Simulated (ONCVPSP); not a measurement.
**Reading a pseudo-wave (magnesium)**

Columns: radius, all-electron u(r) and pseudo u(r) of the 2s shell (level -84.11 eV) of magnesium in the configuration [He] 2s2 2p6 3s1.5; PBE, scalar-relativistic, ONCV scheme, ONCVPSP 4.0.1.

| r (bohr) | all-electron | pseudo |
| --- | --- | --- |
| 0.050 | -0.5353 | 0.1446 |
| 0.100 | -0.4834 | 0.2897 |
| 0.150 | -0.2002 | 0.4349 |
| 0.200 | 0.1426 | 0.5785 |
| 0.250 | 0.4651 | 0.7172 |
| 0.300 | 0.7338 | 0.8464 |
| 0.350 | 0.9401 | 0.9613 |
| 0.400 | 1.0851 | 1.0566 |
| 0.450 | 1.1773 | 1.1289 |
| 0.500 | 1.2251 | 1.1756 |
| 0.550 | 1.2380 | 1.1970 |
| 0.600 | 1.2242 | 1.1947 |
| 0.650 | 1.1905 | 1.1716 |
| 0.700 | 1.1428 | 1.1320 |
| 0.750 | 1.0856 | 1.0802 |
| 0.800 | 1.0227 | 1.0203 |
| 0.850 | 0.9566 | 0.9558 |
| 0.900 | 0.8897 | 0.8894 |
| 0.950 | 0.8233 | 0.8232 |
| 1.000 | 0.7587 | 0.7586 |
| 1.050 | 0.6966 | 0.6966 |
| 1.100 | 0.6377 | 0.6376 |
| 1.150 | 0.5821 | 0.5820 |
| 1.200 | 0.5301 | 0.5300 |
| 1.250 | 0.4818 | 0.4817 |
| 1.300 | 0.4370 | 0.4369 |

How many radial nodes do the two functions have?

The all-electron 2s function has n − l − 1 = 1; the pseudo-wave has 0, since the states of the same l below it are removed with the core.

At about which radius was the pseudo-wave matched?

1.00 bohr. The columns agree to 0.0005 from 0.90 bohr on; several derivatives are matched, so the curves merge somewhat inside the radius.

Is the pseudo-wave norm-conserving?

Yes: the ONCV scheme keeps the norm inside the radius equal to the all-electron one, which fixes the energy derivative of the logarithmic derivative at the level.
